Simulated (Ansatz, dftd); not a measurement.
Species: BSiH3F2, charge 0, singlet. BSiH3F2 (difluoroboranylsilane, SMILES FB(F)[SiH3]).
B3LYP-D3(BJ)/def2-TZVP minimum from Ansatz (a first-principles code):
```xyz
7

B     -0.4422     0.2505    -0.2938
F     -1.6343    -0.3093    -0.4279
F     -0.2813     1.4286    -0.8784
Si     1.0763    -0.6299     0.7349
H      1.6034     0.3209     1.7421
H      2.1650    -0.9655    -0.2143
H      0.6146    -1.8634     1.4092
```

Quantity: atomisation energy (electronic, to ground-state atoms), in kcal/mol. Radicals and triplets start from unrestricted determinants; spin-orbit coupling is neglected. CBS(X,Y): correlation extrapolated as X^-3, Hartree-Fock from the larger set. A bracket is a step between two methods taken in the basis named. Functionals run without relativity, which enters their misses. Double hybrids freeze cores in their MP2 part. '+ core + X2C': CCSD(T) terms for core correlation (cc-pwCVTZ, 1s frozen past Ne) and scalar relativity (cc-pVTZ-DK). For partners of very few electrons the exact lower level stands in for a higher one.

Compared with CCSD(T)/CBS(cc-pV(T+d)Z,cc-pV(Q+d)Z) + [CCSDT(Q) - CCSD(T)]/cc-pV(D+d)Z + core + X2C (Ansatz): 615.5 kcal/mol.

### Question
Rank these levels by how close they come to it, closest first: B2PLYP-D3(BJ)/def2-TZVPD (Ansatz + dftd3); B3LYP-D3(BJ)/def2-TZVPD (Ansatz + dftd3); B2GP-PLYP/def2-TZVPD (Ansatz); CAM-B3LYP-D4/def2-TZVPD (Ansatz + dftd4).

### Answer
B3LYP-D3(BJ)/def2-TZVPD (613.1 kcal/mol, difference -2.4), CAM-B3LYP-D4/def2-TZVPD (618.7 kcal/mol, difference 3.2), B2PLYP-D3(BJ)/def2-TZVPD (609.8 kcal/mol, difference -5.7), B2GP-PLYP/def2-TZVPD (607.2 kcal/mol, difference -8.3)
